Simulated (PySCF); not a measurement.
# What a mistake does to a calculation on BGe2H6N

Calculated results; nothing here was measured. The program is PySCF 2.14.0, an open-source quantum chemistry code, run on an isolated molecule that a program drew, which may never have been made. The molecule is BGe2H6N (charge 0, singlet), drawn as the SMILES string `N[B]([GeH])[GeH3]`.

Each row is a Hartree-Fock (HF) and frozen-core CCSD(T) single point in the cc-pVDZ basis, meant for a local HF minimum. Run 1 is clean. Each other run has one planted mistake out of seven kinds, and not every kind appears here: one electron removed, one electron added, multiplicity raised by two, geometry at a saddle point, minimal basis STO-3G, one bond length entered in bohr, all coordinates scaled. The reference is restricted for singlets and unrestricted otherwise, and also for a bond in bohr. Adding or removing an electron swaps singlet and doublet. Electrons count all cores. HOMO and LUMO are orbital energies over both spins, the gradient is its largest component, and the lowest frequency (negative if imaginary) is given only where the gradient is small. Bond lengths are over the 9 bonds as drawn. T1 is the CCSD diagnostic: over 0.02 (restricted) or 0.045 (unrestricted) a single reference is doubtful. Germanium has the cc-pVDZ-PP basis, with a core potential (ECP10MDF) in place of its 10 inner electrons, and its 3s, 3p and 3d shells are frozen in CCSD(T).

Geometry of the clean run:
```xyz
10
BGe2H6N, angstrom
N    -1.2932    0.0826    0.7921
B    -0.1178   -0.6046    0.4986
Ge    0.1543   -1.9022   -1.1616
Ge    1.4677   -0.3938    1.8771
H    -2.1147    0.0560    0.2228
H    -1.4007    0.6731    1.5928
H     0.8792   -0.7811   -2.0174
H     1.8463   -1.7339    2.5314
H     2.7454    0.1556    1.2224
H     1.0770    0.5746    3.0127
```

```
run  electrons  basis functions  <S^2>  HOMO (eV)  LUMO (eV)  gradient (hartree/bohr)  lowest frequency (cm^-1)  mean bond (Å)  longest bond (Å)      T1  HF (hartree)  CCSD(T) (hartree)                     mistake
  1         82              104  0.000      -8.06       0.40                  2.1e-05                        22         1.5371             2.125  0.0160    -669.37295         -669.87840                    no fault
  2         82              104  2.018      -7.43       0.14                  2.7e-02                         -         1.5371             2.125  0.0184    -669.35210         -669.84192  multiplicity raised by two
  3         81              104  0.793     -15.22      -6.07                  3.8e-02                         -         1.5371             2.125  0.0216    -669.11403         -669.59616        one electron removed
  4         83              104  0.763      -1.08       7.10                  1.1e-02                         -         1.5371             2.125  0.0170    -669.38467         -669.90030          one electron added
  5         82              104  0.000      -7.87       0.64                  9.2e-02                         -         1.4080             1.946  0.0143    -669.29813         -669.79437                           ?
  6         82              104  1.024      -7.47       0.23                  1.7e-02                         -         1.7471             4.015  0.0310    -669.31126         -669.78541                           ?
```

**Which mistake was planted in run 5, and what did it cost?**

The mean and the longest bond both change by the same factor, 0.916, and the gradient is no longer small. So the mistake is: all coordinates scaled. Subtracting run 1 and multiplying by 627.51 kcal/mol a hartree, the energy moved by 47.0 kcal/mol in HF and 52.7 kcal/mol in CCSD(T).

**Which mistake was planted in run 6, and what did it cost?**

The mean bond changes by a factor of 1.137 and the longest by 1.889, so the molecule wasn't scaled as a whole. A length L in bohr read as angstrom grows by (1/0.5292 - 1) L = 0.890 L. The 9 bonds together grew by 9 x 0.2100 = 1.890 Å, which gives L = 2.124 Å. That is bond B2-Ge3, 2.125 Å in the clean geometry. So the mistake is: one bond length entered in bohr. Subtracting run 1 and multiplying by 627.51 kcal/mol a hartree, the energy moved by 38.7 kcal/mol in HF and 58.4 kcal/mol in CCSD(T).

